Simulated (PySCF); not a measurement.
SMILES CB(C)/C=[CH]/[Ge]([Cl])([Cl])[Cl], GFN2-xTB optimised geometry.

```
17

Ge    -0.75    -1.02     0.00
Cl    -1.39     1.02     0.00
Cl     1.39    -1.02     0.00
Cl    -1.39    -1.86     1.87
C     -1.47    -2.03    -1.56
C     -0.71    -2.66    -2.45
B     -1.22    -3.50    -3.66
C     -2.15    -2.82    -4.74
C     -0.77    -5.00    -3.79
H     -2.55    -2.04    -1.63
H      0.37    -2.62    -2.30
H     -3.13    -2.64    -4.29
H     -1.78    -1.83    -5.04
H     -2.30    -3.41    -5.63
H     -1.51    -5.63    -4.27
H     -0.48    -5.45    -2.84
H      0.12    -5.03    -4.43
```

Density from CAM-B3LYP/def2-SVP in PySCF 2.14.0 at that geometry.

Minimum of the electron density along straight lines between bonded atoms, close to the bond critical point (lines longer than 1.1 times the sum of covalent radii, or with two minima, are not listed):

| bond | length / Å | ρ at the minimum / e bohr⁻³ | ∇²ρ there / e bohr⁻⁵ | position (fraction from the first atom) |
|---|---|---|---|---|
| Ge1–Cl2 | 2.142 | 0.103 | 0.14 | 0.44 |
| Ge1–Cl3 | 2.139 | 0.103 | 0.14 | 0.44 |
| Ge1–Cl4 | 2.143 | 0.102 | 0.14 | 0.44 |
| Ge1–C5 | 1.992 | 0.125 | ___ | 0.47 |
| C5–C6 | 1.327 | ___ | -0.90 | 0.51 |
| B7–C8 | 1.572 | 0.183 | -0.18 | 0.33 |
| B7–C9 | 1.573 | 0.183 | -0.18 | 0.33 |
| C5–H10 | 1.080 | 0.282 | -1.08 | 0.64 |
| C6–H11 | 1.087 | 0.277 | -1.05 | 0.64 |
| C8–H12 | 1.090 | 0.266 | -0.93 | 0.62 |
| C8–H13 | 1.088 | 0.271 | -0.97 | 0.63 |
| C8–H14 | 1.087 | 0.274 | -1.00 | 0.63 |
| C9–H15 | 1.087 | 0.272 | -0.98 | 0.63 |
| C9–H16 | 1.087 | 0.273 | -0.99 | 0.63 |
| C9–H17 | 1.091 | 0.265 | -0.93 | 0.62 |

Task: What belongs in the gaps?

Result: 
- Ge1–C5, ∇²ρ there / e bohr⁻⁵: -0.02
- C5–C6, ρ at the minimum / e bohr⁻³: 0.340
